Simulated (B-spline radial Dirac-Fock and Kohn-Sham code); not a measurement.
# Re: input and output of one calculation

ΔSCF core binding energies without Breit or QED terms, calculated with a radial finite-basis atomic code. Keys: rel is the Hamiltonian (dirac, or spin-free x2c and nr, where L3 and M5 stand for the whole 2p and 3d shells), method is hf or an exchange,correlation pair (spin-unpolarised, also for the hole states), nuc the nuclear model, radius_factor scales its radius, rmax is the box in bohr, h the logarithmic mesh step, order the B-spline order, points the quadrature points per cell, c_factor scales the speed of light, and damp, ndamp, maxit and tol steer the iteration. The run stops when the commutator error falls below 10·tol·max(1, Z/10), or the numerical noise floor, and the energy has settled to about 1e-8 Ha; the virial ratio is −V/T.

Input (task.json):

```json
{"items": [{"Z": 75, "q": 0, "cfg": [[1, 0, 2], [2, 0, 2], [2, 1, 6], [3, 0, 2], [3, 1, 6], [3, 2, 10], [4, 0, 2], [4, 1, 6], [4, 2, 10], [4, 3, 14], [5, 0, 2], [5, 1, 6], [5, 2, 5], [6, 0, 2]], "A": 187, "rrms": 5.3698, "do": "settings", "holes": ["K", "L3", "M5"],
  "settings": [{"rel": "dirac", "method": "hf", "nuc": "fermi", "radius_factor": 1.0, "rmax": 45.0, "h": 0.3, "order": 8, "points": 3, "c_factor": 1.0, "maxit": 56, "damp": 0.5, "ndamp": 3, "tol": 1e-08}]}]}
```

Command: `python xray2_run.py task.json out`

Ground-state iterations:

```
iter   energy (Ha)        error
   1   -16706.17260090  2.17e+00
   2   -16706.24121997  2.61e-01
   3   -16707.55363855  5.71e-02
   4   -16707.57970828  7.83e-03
   5   -16707.58006348  3.91e-03
   6   -16707.58018553  2.71e-03
   7   -16707.58027399  1.09e-04
   8   -16707.58027466  8.88e-05
   9   -16707.58027487  1.01e-05
  10   -16707.58027488  4.38e-06
  11   -16707.58027488  4.54e-07
```

The ground state converged in 11 iterations, with total energy -16707.58027 Ha, virial ratio 1.88497 and highest orbital energy -7.57 eV. ΔSCF binding energies: K (1s) 72047.4 eV, L3 (2p3/2) 10574.1 eV, M5 (3d5/2) 1895.6 eV.

Question: One setting is unsound. Which, and why?

Answer: points is too small to integrate the splines. With the default settings (Dirac Hartree-Fock): The ground state converged in 11 iterations, with total energy -16707.58330 Ha, virial ratio 1.88497 and highest orbital energy -7.57 eV. ΔSCF binding energies: K (1s) 72047.4 eV, L3 (2p3/2) 10574.1 eV, M5 (3d5/2) 1895.6 eV.
